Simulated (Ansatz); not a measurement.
A geometry relaxed with PBE0-D3(BJ)/def2-TZVP (Ansatz, a quantum-chemistry and plane-wave program), charge 0, multiplicity 1:

```xyz
3

Mg     0.0000     0.0000     0.0000
H     -1.7059    -0.0004     0.0000
H      1.7059     0.0004     0.0000
```

### Question
Write the SMILES of this molecule.

### Answer
`[MgH2]`
